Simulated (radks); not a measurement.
Results of a calculation; reference values are marked as such.
Q: These are the eigenvalues of the occupied orbitals of an atom or ion with whole-number occupations (eV). Code: a radial shooting solver on a logarithmic mesh with Libxc functionals. Model: Dirac Kohn-Sham, exchange-only PBE, spin-unpolarised, spherical densities, point nucleus.

orbital  eigenvalue
1s1/2      -38.5028

Which element is it, and in what charge state? The configuration may be excited. Open shells, if any, fill j = l - 1/2 first.

A: Z = 2, helium, charge +1: He+ in 1s1. The 1s level, -1.415 hartree, gives Z - s = 1.7 by -(Z - s)^2/2, which with screening and relativity narrows Z to a few neighbours, and the depths must fix Z and the occupations together.
